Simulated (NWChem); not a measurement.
The numbers come from NWChem runs, not from measurements. System: boron oxyfluoride (BFO), charge 0, spin multiplicity 1, at a geometry optimised with PBE0/def2-SVP. Level: G0W0@B3LYP/def2-TZVPD, RI basis def2-tzvpd-rifit, VWN1-RPA local correlation.

The NWChem input:

```
start mol
memory heap 200 mb stack 700 mb global 1700 mb
geometry units angstroms nocenter noautoz
  F      0.000000     0.000000    -1.196212
  B      0.000000     0.000000     0.086519
  O      0.000000     0.000000     1.291664
  symmetry group C2v
end
basis spherical
  * library def2-tzvpd
end
basis "ri basis" bse spherical
  * library def2-tzvpd-rifit
end
dft
  xc b3lyp
  iterations 100
  direct
  tolerances tight
end
task dft energy
gw
  states alpha occ 4 vir 2
end
task dft gw
```

NWChem printed:

```
             Northwest Computational Chemistry Package (NWChem) 7.3.0
             --------------------------------------------------------

                                NWChem Input Module
                                -------------------

 Scaling coordinates for geometry "geometry" by  1.889725989
 (inverse scale =  0.529177249)

 Turning off AUTOSYM since
 SYMMETRY directive was detected!

                             Geometry "geometry" -> ""
                             -------------------------

 Output coordinates in angstroms (scale by  1.889725989 to convert to a.u.)

  No.       Tag          Charge          X              Y              Z
 ---- ---------------- ---------- -------------- -------------- --------------
    1 F                    9.0000     0.00000000     0.00000000    -1.19621200
    2 B                    5.0000     0.00000000     0.00000000     0.08651900
    3 O                    8.0000     0.00000000     0.00000000     1.29166400

 Effective nuclear repulsion energy (a.u.)      51.4427896179

            Nuclear Dipole moment (a.u.)
            ----------------------------
        X                 Y               Z
 ---------------- ---------------- ----------------
     0.0000000000     0.0000000000    -0.0000018897

      Symmetry information
      --------------------

 Group name             C2v
 Group number             16
 Group order               4
 No. of unique centers     3

      Symmetry unique atoms

     1    2    3


 Summary of "ao basis" -> "" (spherical)
 ------------------------------------------------------------------------------
       Tag                 Description            Shells   Functions and Types
 ---------------- ------------------------------  ------  ---------------------
 *                         def2-tzvpd                 on all atoms

 new library libraries.bse/

 Summary of "ri basis" -> "" (spherical)
 ------------------------------------------------------------------------------
       Tag                 Description            Shells   Functions and Types
 ---------------- ------------------------------  ------  ---------------------
[...]
           0.000000000000           0.000000000000           0.000000000000

     Multipole analysis of the density
     ---------------------------------

     L   x y z        total         alpha         beta         nuclear
     -   - - -        -----         -----         ----         -------
     0   0 0 0     -0.000000    -11.000000    -11.000000     22.000000

     1   1 0 0     -0.000000     -0.000000     -0.000000      0.000000
     1   0 1 0     -0.000000     -0.000000     -0.000000      0.000000
     1   0 0 1     -0.848820     -0.424409     -0.424409     -0.000002

     2   2 0 0    -10.720683     -5.360341     -5.360341      0.000000
     2   1 1 0     -0.000000     -0.000000     -0.000000      0.000000
     2   1 0 1     -0.000000     -0.000000     -0.000000      0.000000
     2   0 2 0    -10.720683     -5.360341     -5.360341      0.000000
     2   0 1 1     -0.000000     -0.000000     -0.000000      0.000000
     2   0 0 2    -14.923550    -54.355033    -54.355033     93.786516

 Task  times  cpu:       12.6s     wall:       12.6s

                                NWChem Input Module
                                -------------------

                                 NWChem GW Module
                                 ----------------

                             ***********************
                             ***        GW       ***
                             ***********************

 Summary of "ri basis" -> "ri basis" (spherical)
 ------------------------------------------------------------------------------
       Tag                 Description            Shells   Functions and Types
 ---------------- ------------------------------  ------  ---------------------
 F                      def2-tzvpd-rifit            26       92   9s7p5d4f1g
 B                      def2-tzvpd-rifit            26       92   9s7p5d4f1g
 O                      def2-tzvpd-rifit            26       92   9s7p5d4f1g

                 Memory Information
                 ------------------
          Available GA per process is          1699.9 MBs
          Available stack per process is        700.0 MBs
          Available heap per process is           0.0 MBs

          Peak memory in Initialization
              Peak GA per process is                  3.9 MBs
              Peak stack per process is               0.2 MBs
              Peak heap per process is                4.1 MBs
              Memory not in MA per process            0.0 MBs

          Peak memory in AFF Calculation
              Peak GA per process is                 16.0 MBs
              Peak stack per process is              10.4 MBs
              Peak heap per process is                0.0 MBs
              Memory not in MA per process           10.4 MBs

          Computing 2-center integrals
          Computing Inverse Cholesky factor
          Computing 3-center integrals
          Computing V_xc ...

          Computing Sigma_x
          Computing RPA polarizability
          Solving quasiparticle equations

                  Alpha Orbitals
          State     Energy (eV)     Error (eV)
          -----------------------------------
@GW         8        -17.950           0.002
@GW         9        -14.812           0.002
@GW        10        -13.001           0.002
@GW        11        -13.001           0.002
@GW        12          0.788           0.004
@GW        13          3.313           0.002

   Applying  -2.9326 eV scissor-shift to rest of particle states

   Applying   1.9325 eV scissor-shift to rest of hole states

     GW Timing Statistics
   ------------------------
   Init.   :          0.1s
     ERIs  :          0.8s
     Distr.:          0.0s
     Vxc   :          1.1s
   Sigma_x :          0.0s
   RPA     :          0.4s
   Wmn     :          0.0s
   Sigma_c :          0.0s
   GW total:          2.6s

 Task  times  cpu:        2.6s     wall:        2.6s

 Total times  cpu:       15.2s     wall:       15.2s
```
